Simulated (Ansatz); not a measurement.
Sn2O4⁺. Total charge 1; doublet. Geometry PBE-D4/def2-SVP.

```xyz
6

Sn    1.020   -1.793   -1.513
Sn   -0.797    1.283    1.810
O     1.004    0.222    0.833
O    -0.358   -0.356   -1.152
O    -1.888    0.269    0.491
O     1.019    0.375   -0.469
```

In the def2 sets Sn takes a core potential; there is no spin–orbit coupling. B3LYP takes the VWN-RPA correlation. The structure holds one bond between oxygen atoms, so isomers without such links may lie far lower. Another isomer (doublet) lies 3.10 eV lower at PBE0-D4/def2-TZVP; other spin states weren't run for this one.

(1) Estimate the α-spin orbital energies around the gap (eV) in Ansatz with PBE-D4/def2-TZVP, r2SCAN-D4/def2-TZVP, B3LYP-D4/def2-TZVP, PBE0-D4/def2-TZVP, ωB97X-V/def2-TZVP.

## Answers

(1) 
```csv
orbital,PBE-D4/def2-TZVP,r2SCAN-D4/def2-TZVP,B3LYP-D4/def2-TZVP,PBE0-D4/def2-TZVP,ωB97X-V/def2-TZVP
HOMO−9,-16.54,-16.79,-17.57,-17.85,-20.30
HOMO−8,-15.70,-16.00,-16.83,-17.07,-19.53
HOMO−7,-14.56,-14.94,-15.76,-16.00,-18.42
HOMO−6,-13.23,-13.88,-14.77,-15.21,-17.63
HOMO−5,-12.44,-12.73,-13.55,-13.77,-16.15
HOMO−4,-12.01,-12.16,-12.98,-13.27,-15.66
HOMO−3,-11.53,-12.09,-12.83,-13.09,-15.47
HOMO−2,-11.28,-11.78,-12.65,-12.89,-15.16
HOMO−1,-11.13,-11.66,-12.45,-12.65,-14.86
HOMO,-10.50,-10.69,-11.47,-11.63,-13.80
LUMO,-8.70,-8.48,-7.95,-7.65,-5.67
LUMO+1,-8.40,-8.27,-7.86,-7.54,-5.49
LUMO+2,-7.83,-7.63,-7.03,-6.70,-4.56
LUMO+3,-7.19,-7.15,-6.74,-6.44,-4.15
LUMO+4,-5.99,-5.75,-5.45,-5.18,-3.18
LUMO+5,-5.54,-5.07,-4.98,-4.69,-2.77
β HOMO,-10.57,-10.74,-11.49,-11.64,-13.83
β LUMO,-9.33,-8.78,-8.20,-7.77,-5.73
```
